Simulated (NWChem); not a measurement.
AlH$_{2}$Br; SMILES [AlH2][Br]

```xyz
4

Al     0.0000     0.0000    -1.5683
H      0.0000     1.3999    -2.3003
H      0.0000    -1.3999    -2.3003
Br     0.0000     0.0000     0.6907
```
Atoms are numbered in this order, from 1.

The geometry was optimised at PBE0/def2-SVP.

Spin-orbit effects, on the heavy nuclei and on their neighbours, are missing.

Give the principal values of the shielding tensors (ppm) of Al1, Br4 from LDA (Slater exchange, VWN5)/pcSseg-1, GIAO (NWChem), with their diamagnetic and paramagnetic parts as GIAO splits them.


```
atom     σ11     σ22     σ33  isotropic  diamagnetic  paramagnetic
----  ------  ------  ------  ---------  -----------  ------------
Al1    180.8   266.2   326.7      257.9        795.3        -537.4
Br4   1655.2  2474.1  2807.1     2312.2       3123.6        -811.4
```
